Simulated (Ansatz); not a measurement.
Isomers of Si$_{2}$Au$_{4}$⁻ (doublet), relaxed with r2SCAN-D4/def2-SVPD; total energies from Ansatz at RPA@PBE/def2-TZVPD.

```csv
isomer,description,energy (Eh)
A,point group Cs; 4 × Au–Au 2.55 to 2.79 Å; 1 × Si–Si 2.16 Å; 1 × Au–Si 2.28 Å,-1119.62739
B,point group not assigned; 4 × Au–Si 2.29 to 2.49 Å; 1 × Au–Au 2.60 Å; 1 × Si–Si 2.33 Å,-1119.68593
C,point group Cs; 4 × Au–Si 2.47 to 2.49 Å; 2 × Au–Au 2.61 to 2.62 Å; 1 × Si–Si 2.33 Å,-1119.66028
```

In the def2 sets Au takes a core potential; there is no spin–orbit coupling. Correlated methods freeze 10 core orbitals; core or outer-core shells of Au are correlated, in sets that lack core-valence functions.

The isomers come from a short search, and lower ones may exist.

Task: Work out the relative energies (1 Eh = 2625.5 kJ/mol) and the Boltzmann populations at 800 K from electronic energies alone (R = 8.314 J/mol/K).

Result: ΔE: A 153.7, B 0.0, C 67.3 kJ/mol. RT = 6.65 kJ/mol. Factors exp(−ΔE/RT): A 9.17e-11, B 1, C 4.03e-05; sum 1.000. Populations: A 0.0 %, B 100.0 %, C 0.0 %. Zero-point energy, vibrational entropy and symmetry numbers are left out and can shift these; an error of 4 kJ/mol changes a ratio by a factor of 1.8. Over the other density-functional and correlated levels in def2 sets, the gap between B and C ranges from 56 to 73 kJ/mol.
